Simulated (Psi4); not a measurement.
C$_{5}$H$_{9}$O, doublet, at a GFN2-xTB geometry; HF/STO-3G (Psi4).

Psi4 was given this input:
```
memory 2 GB

molecule mol {
0 2
  C     2.016854    0.802895   -0.481403
  C     1.334152   -0.300023    0.226241
  C     0.180490   -0.097431    1.115508
  C    -0.939426   -0.335024    0.096994
  C    -1.419058    0.909177   -0.605214
  O    -1.359941   -1.441688   -0.146713
  H     3.099363    0.669193   -0.422027
  H     1.771285    0.817851   -1.549824
  H     1.763098    1.770671   -0.052713
  H     1.587229   -1.310948   -0.045414
  H     0.135131    0.907104    1.532129
  H     0.122809   -0.853370    1.898730
  H    -2.054785    0.638687   -1.444696
  H    -0.584364    1.510253   -0.953438
  H    -1.998303    1.506494    0.098202
}

set basis sto-3g
set reference uhf
set damping_percentage 50

energy('scf')
print_variables()
```

What the program printed (banner, timings and long lists left out):

```
   => Loading Basis Set <=

    Name: STO-3G
    Role: ORBITAL
    Keyword: BASIS

         ---------------------------------------------------------
                                   SCF
               by Justin Turney, Rob Parrish, Andy Simmonett
                          and Daniel G. A. Smith
                              UHF Reference
         ---------------------------------------------------------

  ==> Geometry <==

    Molecular point group: c1
    Full point group: C1

    Geometry (in Angstrom), charge = 0, multiplicity = 2:

       Center              X                  Y                   Z               Mass
    ------------   -----------------  -----------------  -----------------  -----------------
         C            2.061578133412     0.868777950686    -0.492364585389    12.000000000000
         C            1.378876133412    -0.234140049314     0.215279414611    12.000000000000
         C            0.225214133412    -0.031548049314     1.104546414611    12.000000000000
         C           -0.894701866588    -0.269141049314     0.086032414611    12.000000000000
         C           -1.374333866588     0.975059950686    -0.616175585389    12.000000000000
         O           -1.315216866588    -1.375805049314    -0.157674585389    15.994914619570
         H            3.144087133412     0.735075950686    -0.432988585389     1.007825032230
         H            1.816009133412     0.883733950686    -1.560785585389     1.007825032230
         H            1.807822133412     1.836553950686    -0.063674585389     1.007825032230
         H            1.631953133412    -1.245065049314    -0.056375585389     1.007825032230
         H            0.179855133412     0.972986950686     1.521167414611     1.007825032230
         H            0.167533133412    -0.787487049314     1.887768414611     1.007825032230
         H           -2.010060866588     0.704569950686    -1.455657585389     1.007825032230
         H           -0.539639866588     1.576135950686    -0.964399585389     1.007825032230
         H           -1.953578866588     1.572376950686     0.087240414611     1.007825032230

  Running in c1 symmetry.

  Rotational constants: A =      0.18712  B =      0.08487  C =      0.07143 [cm^-1]
  Rotational constants: A =   5609.60792  B =   2544.40574  C =   2141.49500 [MHz]
  Nuclear repulsion =  233.994975029190357

  Charge       = 0
  Multiplicity = 2
  Electrons    = 47
  Nalpha       = 24
  Nbeta        = 23

  ==> Algorithm <==

  SCF Algorithm Type is DF.
  DIIS enabled.
  MOM disabled.
  Fractional occupation disabled.
  Guess Type is SAD.
  Energy threshold   = 1.00e-06
  Density threshold  = 1.00e-06
  Integral threshold = 1.00e-12

  ==> Primary Basis <==

  Basis Set: STO-3G
    Blend: STO-3G
    Number of shells: 27
    Number of basis functions: 39
    Number of Cartesian functions: 39
    Spherical Harmonics?: true
    Max angular momentum: 1

   => Loading Basis Set <=

    Name: (STO-3G AUX)
    Role: JKFIT
    Keyword: DF_BASIS_SCF

  ==> Integral Setup <==

  SCF_SUBTYPE=INCORE selected. In-core MEM_DF algorithm will be used.
  Using in-core AOs.

  ==> MemDFJK: Density-Fitted J/K Matrices <==

    J tasked:                   Yes
    K tasked:                   Yes
    wK tasked:                   No
    Algorithm:                 Core
    Schwarz Cutoff:           1E-12
    Mask sparsity (%):       1.3149
    Fitting Condition:        1E-10

   => Auxiliary Basis Set <=

  Basis Set: (STO-3G AUX)
    Blend: DEF2-UNIVERSAL-JKFIT
    Number of shells: 204
    Number of basis functions: 614
    Number of Cartesian functions: 718
    Spherical Harmonics?: true
    Max angular momentum: 4

  Minimum eigenvalue in the overlap matrix is 2.0501721884E-01.
  Reciprocal condition number of the overlap matrix is 8.1127878933E-02.
    Using symmetric orthogonalization.

  ==> Pre-Iterations <==

  SCF Guess: Superposition of Atomic Densities via on-the-fly atomic UHF (no occupation information).

   -------------------------
    Irrep   Nso     Nmo
   -------------------------
     A         39      39
   -------------------------
    Total      39      39
   -------------------------

  ==> Iterations <==

                           Total Energy        Delta E     RMS |[F,P]|

   @DF-UHF iter SAD:  -261.35771941444233   -2.61358e+02   0.00000e+00
   @DF-UHF iter   1:  -265.85910276444457   -4.50138e+00   1.17421e-02 DIIS/ADIIS
   @DF-UHF iter   2:  -265.96672787961461   -1.07625e-01   9.33272e-03 DIIS/ADIIS/DAMP=50%
   @DF-UHF iter   3:  -266.15767435605517   -1.90946e-01   3.18254e-03 DIIS/ADIIS/DAMP=50%
   @DF-UHF iter   4:  -266.02697741702718    1.30697e-01   4.51921e-03 DIIS/ADIIS/DAMP=50%
   @DF-UHF iter   5:  -266.07103432452561   -4.40569e-02   2.67358e-03 DIIS/ADIIS/DAMP=50%
   @DF-UHF iter   6:  -266.05936760231407    1.16667e-02   2.23670e-03 DIIS/ADIIS/DAMP=50%
   @DF-UHF iter   7:  -266.05073309853515    8.63450e-03   1.88745e-03 DIIS/ADIIS/DAMP=50%
   @DF-UHF iter   8:  -266.06354870756780   -1.28156e-02   1.32961e-03 DIIS/ADIIS/DAMP=50%
   @DF-UHF iter   9:  -266.04923695232458    1.43118e-02   1.16850e-03 DIIS/ADIIS/DAMP=50%
   @DF-UHF iter  10:  -266.05286027178522   -3.62332e-03   8.60550e-04 DIIS/ADIIS/DAMP=50%
   @DF-UHF iter  11:  -266.05437489704570   -1.51463e-03   4.73981e-04 DIIS/ADIIS/DAMP=50%
   @DF-UHF iter  12:  -266.05093761192325    3.43729e-03   3.63006e-04 DIIS/ADIIS/DAMP=50%
   @DF-UHF iter  13:  -266.05028563089144    6.51981e-04   2.47288e-04 DIIS/ADIIS/DAMP=50%
   @DF-UHF iter  14:  -266.04680191593479    3.48371e-03   2.32265e-04 DIIS/ADIIS/DAMP=50%
   @DF-UHF iter  15:  -266.04518720855140    1.61471e-03   2.73465e-04 DIIS/ADIIS/DAMP=50%
   @DF-UHF iter  16:  -266.04498336444078    2.03844e-04   2.77654e-04 DIIS/ADIIS/DAMP=50%
   @DF-UHF iter  17:  -266.04509195269651   -1.08588e-04   2.67984e-04 DIIS/ADIIS/DAMP=50%
   @DF-UHF iter  18:  -266.04234211821370    2.74983e-03   3.87401e-04 DIIS/ADIIS/DAMP=50%
[...]
   @DF-UHF iter  52:  -266.04431419279950    3.38530e-04   2.33652e-04 DIIS/ADIIS/DAMP=50%
   @DF-UHF iter  53:  -266.04436259759984   -4.84048e-05   2.08338e-04 DIIS/ADIIS/DAMP=50%
   @DF-UHF iter  54:  -266.04444883603469   -8.62384e-05   1.93376e-04 DIIS/ADIIS/DAMP=50%
   @DF-UHF iter  55:  -266.04442732439884    2.15116e-05   1.39194e-04 DIIS/ADIIS/DAMP=50%
   @DF-UHF iter  56:  -266.04431792851670    1.09396e-04   2.10215e-04 DIIS/ADIIS/DAMP=50%
   @DF-UHF iter  57:  -266.04438688220421   -6.89537e-05   1.98071e-04 DIIS/ADIIS/DAMP=50%
   @DF-UHF iter  58:  -266.04423905619763    1.47826e-04   2.24525e-04 DIIS/ADIIS/DAMP=50%
   @DF-UHF iter  59:  -266.04443097680326   -1.91921e-04   2.01372e-04 DIIS/ADIIS/DAMP=50%
   @DF-UHF iter  60:  -266.04446874112102   -3.77643e-05   1.42808e-04 DIIS/ADIIS/DAMP=50%
   @DF-UHF iter  61:  -266.04450166109422   -3.29200e-05   1.72748e-04 DIIS/ADIIS/DAMP=50%
   @DF-UHF iter  62:  -266.04426276685297    2.38894e-04   1.97797e-04 DIIS/ADIIS/DAMP=50%
   @DF-UHF iter  63:  -266.04471210195464   -4.49335e-04   1.18615e-04 DIIS/ADIIS/DAMP=50%
   @DF-UHF iter  64:  -266.04448631577458    2.25786e-04   1.76476e-04 DIIS/ADIIS/DAMP=50%
   @DF-UHF iter  65:  -266.04441588348971    7.04323e-05   1.97434e-04 DIIS/ADIIS/DAMP=50%
   @DF-UHF iter  66:  -266.04474534876067   -3.29465e-04   1.54922e-04 DIIS/ADIIS/DAMP=50%
   @DF-UHF iter  67:  -266.04432385761243    4.21491e-04   2.23854e-04 DIIS/ADIIS/DAMP=50%
   @DF-UHF iter  68:  -266.04462375336141   -2.99896e-04   1.82900e-04 DIIS/ADIIS/DAMP=50%
   @DF-UHF iter  69:  -266.04461236778229    1.13856e-05   1.67701e-04 DIIS/ADIIS/DAMP=50%
   @DF-UHF iter  70:  -266.04446398309869    1.48385e-04   1.83581e-04 DIIS/ADIIS/DAMP=50%
   @DF-UHF iter  71:  -266.04457420150106   -1.10218e-04   1.62194e-04 DIIS/ADIIS/DAMP=50%
   @DF-UHF iter  72:  -266.04451743741936    5.67641e-05   1.78890e-04 DIIS/ADIIS/DAMP=50%
   @DF-UHF iter  73:  -266.04446143697601    5.60004e-05   1.77754e-04 DIIS/ADIIS/DAMP=50%
   @DF-UHF iter  74:  -266.04494602646116   -4.84589e-04   1.31400e-04 DIIS/ADIIS/DAMP=50%
   @DF-UHF iter  75:  -266.04458044752079    3.65579e-04   1.45738e-04 DIIS/ADIIS/DAMP=50%
   @DF-UHF iter  76:  -266.04466531122989   -8.48637e-05   1.68003e-04 DIIS/ADIIS/DAMP=50%
   @DF-UHF iter  77:  -266.04467290024058   -7.58901e-06   1.88918e-04 DIIS/ADIIS/DAMP=50%
   @DF-UHF iter  78:  -266.04454092877256    1.31971e-04   2.40078e-04 DIIS/ADIIS/DAMP=50%
   @DF-UHF iter  79:  -266.04462044628900   -7.95175e-05   2.23701e-04 DIIS/ADIIS/DAMP=50%
   @DF-UHF iter  80:  -266.04505443592802   -4.33990e-04   1.86076e-04 DIIS/ADIIS/DAMP=50%
   @DF-UHF iter  81:  -266.04420844688639    8.45989e-04   2.25417e-04 DIIS/ADIIS/DAMP=50%
   @DF-UHF iter  82:  -266.04436904563346   -1.60599e-04   2.45384e-04 DIIS/ADIIS/DAMP=50%
   @DF-UHF iter  83:  -266.04383608831915    5.32957e-04   2.22317e-04 DIIS/ADIIS/DAMP=50%
   @DF-UHF iter  84:  -266.04541426579908   -1.57818e-03   2.32963e-04 DIIS/ADIIS/DAMP=50%
   @DF-UHF iter  85:  -266.04251991872655    2.89435e-03   2.98075e-04 DIIS/ADIIS/DAMP=50%
   @DF-UHF iter  86:  -266.04341920199431   -8.99283e-04   1.92459e-04 DIIS/ADIIS/DAMP=50%
   @DF-UHF iter  87:  -266.04524659974470   -1.82740e-03   2.05548e-04 DIIS/ADIIS/DAMP=50%
   @DF-UHF iter  88:  -266.04460751245989    6.39087e-04   1.89672e-04 DIIS/ADIIS/DAMP=50%
   @DF-UHF iter  89:  -266.04428006284269    3.27450e-04   1.83583e-04 DIIS/ADIIS/DAMP=50%
   @DF-UHF iter  90:  -266.04425485107993    2.52118e-05   1.99077e-04 DIIS/ADIIS/DAMP=50%
   @DF-UHF iter  91:  -266.04554448788878   -1.28964e-03   2.65343e-04 DIIS/ADIIS/DAMP=50%
   @DF-UHF iter  92:  -266.04244644905975    3.09804e-03   2.40313e-04 DIIS/ADIIS/DAMP=50%
   @DF-UHF iter  93:  -266.04434508738950   -1.89864e-03   2.90737e-04 DIIS/ADIIS/DAMP=50%
   @DF-UHF iter  94:  -266.04446242838071   -1.17341e-04   2.43379e-04 DIIS/ADIIS/DAMP=50%
   @DF-UHF iter  95:  -266.04342819149463    1.03424e-03   2.20374e-04 DIIS/ADIIS/DAMP=50%
   @DF-UHF iter  96:  -266.04161207093023    1.81612e-03   1.97252e-04 DIIS/ADIIS/DAMP=50%
   @DF-UHF iter  97:  -266.03774656495119    3.86551e-03   2.03128e-04 DIIS/ADIIS/DAMP=50%
   @DF-UHF iter  98:  -266.04367283350354   -5.92627e-03   8.57001e-04 DIIS/ADIIS/DAMP=50%
   @DF-UHF iter  99:  -266.04197298176268    1.69985e-03   3.96318e-04 DIIS/ADIIS/DAMP=50%
   @DF-UHF iter 100:  -266.04443324568945   -2.46026e-03   5.94420e-04 DIIS/ADIIS/DAMP=50%

PsiException: Could not converge SCF iterations in 100 iterations.

  Failed to converge.

Traceback (most recent call last):
  File "psi4", line 375, in <module>
  File "<string>", line 37, in <module>
  File "site-packages/psi4/driver/driver.py", line 533, in energy
  File "site-packages/psi4/driver/procrouting/proc.py", line 2760, in run_scf
  File "site-packages/psi4/driver/procrouting/proc.py", line 2047, in scf_helper
  File "site-packages/psi4/driver/procrouting/scf_proc/scf_iterator.py", line 93, in scf_compute_energy
  File "site-packages/psi4/driver/procrouting/scf_proc/scf_iterator.py", line 86, in scf_compute_energy
  File "site-packages/psi4/driver/procrouting/scf_proc/scf_iterator.py", line 609, in scf_iterate

psi4.driver.p4util.exceptions.SCFConvergenceError: Could not converge SCF iterations in 100 iterations.

Printing out the relevant lines from the Psithon --> Python processed input file:
    ""","mol")
    core.IO.set_default_namespace("mol")
    core.set_global_option("BASIS", "sto-3g")
    core.set_global_option("REFERENCE", "uhf")
    core.set_global_option("DAMPING_PERCENTAGE", 50)
--> energy('scf')
    print_variables()

!-------------------------------------------------------!
!                                                       !
!  Could not converge SCF iterations in 100 iterations. !
!                                                       !
!-------------------------------------------------------!
```

The run did not converge; its last values are not results.
